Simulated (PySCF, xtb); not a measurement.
Cl2H2HfS2, SMILES [SH][Hf]([SH])([Cl])[Cl], multiplicity 1.

GFN2-xTB (xtb 6.7.1) at its own geometry gives an orbital gap of 1.81 eV and a dipole moment of 1.46 D.

Coordinates come from a PBE-D3(BJ)/def2-SVP optimisation. The spin state was assumed, not searched. The structure was generated by enumeration; whether it is a known compound was not checked. The def2 effective core potentials stand for the cores of Hf; spin–orbit coupling is left out. The values are those of a single conformer.

Task: What does PBE/def2-TZVP run with PySCF give? (Estimate from the structure and the level; the computed values follow.)

Result: gap 3.85 eV (levels -6.87 and -3.02 eV), dipole 0.71 D.
